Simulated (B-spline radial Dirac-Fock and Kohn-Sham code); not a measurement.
## Binding energies of Nb at several levels of theory

System: atomic niobium, 1s2 2s2 2p6 3s2 3p6 3d10 4s2 4p6 4d3 5s1 5p1 (an excited configuration).

The density-functional columns are spherical, spin-unpolarised Dirac-Kohn-Sham results without Breit or QED terms: −ε is minus the orbital energy of the initial state and ΔSCF the difference of two total energies. The reference in the last column comes from relaxed Dirac-Fock hole states (ΔSCF) with Breit and QED corrections and a finite nucleus. All numbers are from a radial B-spline solver, in eV; a selection of levels is shown. For the 1s level of heavy atoms much of the gap between ΔSCF and the reference is the Breit and QED part, -50.3 eV here; for other levels the error of the functional can be larger.

```tsv
level	LDA −ε	LDA ΔSCF	Dirac-Fock
K (1s)	18776.3	19039.5	18995.5
L1 (2s)	2629.9	2673.7	2713.9
L2 (2p1/2)	2415.6	2470.1	2476.2
L3 (2p3/2)	2320.0	2372.2	2381.9
M1 (3s)	441.4	456.3	481.8
M2 (3p1/2)	360.7	375.7	391.7
M3 (3p3/2)	345.2	359.9	376.0
M4 (3d3/2)	202.1	217.4	217.2
M5 (3d5/2)	199.2	214.4	214.5
N2 (4p1/2)	39.63	45.38	45.54
N3 (4p3/2)	37.47	43.12	43.42
N4,5 (4d)	5.94	10.27	8.89
O1 (5s)	5.66	8.50	7.32
O2,3 (5p)	2.19	4.38	3.69
```

Values without a named source are computed, but for edge energies of neutral atoms, which are taken from tables.
